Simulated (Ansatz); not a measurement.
Species: thiophen-3-ylsilane, C4H6SSi (charge 0, singlet). 
Coordinates optimised at B3LYP-D3(BJ)/def2-TZVP (Ansatz, an electronic-structure program):
SMILES: [SiH3]c1ccsc1
```xyz
12

Si     2.3513    -0.3340     0.3570
C      0.5144    -0.1307     0.1386
C     -0.4977    -0.8308     0.8716
C     -1.7652    -0.4868     0.5069
S     -1.7627     0.6982    -0.7382
C     -0.0460     0.7320    -0.7693
H      2.7605     0.0025     1.7421
H      2.7649    -1.7329     0.0905
H      3.0466     0.5686    -0.5895
H     -0.2868    -1.5616     1.6401
H     -2.6960    -0.8625     0.8993
H      0.4635     1.3879    -1.4571
```

Quantity: vertical ionisation energy (to the doublet state of charge +1; each state is the SCF solution reached for its spin; for the singlet the Hartree-Fock reference is unstable and T1 is 0.013), in eV. Valence correlation only, unless marked. Open shells are spin-unrestricted. Spin-orbit coupling is left out. No relativistic terms. 

```json
[
 {"level": "HF/aug-cc-pV(T+d)Z", "program": "Ansatz", "vertical ionisation energy (eV)": "7.67"},
 {"level": "B3LYP/def2-TZVPD", "program": "Ansatz", "vertical ionisation energy (eV)": "8.89"},
 {"level": "PBE0/def2-TZVPD", "program": "Ansatz", "vertical ionisation energy (eV)": "8.90"},
 {"level": "BHLYP/def2-TZVPD", "program": "Ansatz", "vertical ionisation energy (eV)": "8.72"},
 {"level": "wB97M-V/def2-TZVPD", "program": "Ansatz", "vertical ionisation energy (eV)": "8.97"},
 {"level": "wB97X-V/def2-TZVPD", "program": "Ansatz", "vertical ionisation energy (eV)": "8.97"},
 {"level": "B2PLYP/def2-TZVPD", "program": "Ansatz", "vertical ionisation energy (eV)": "8.96"},
 {"level": "MP2/aug-cc-pV(D+d)Z", "program": "Ansatz", "vertical ionisation energy (eV)": "9.30"},
 {"level": "CCSD/aug-cc-pV(D+d)Z", "program": "Ansatz", "vertical ionisation energy (eV)": "8.88"}
]
```
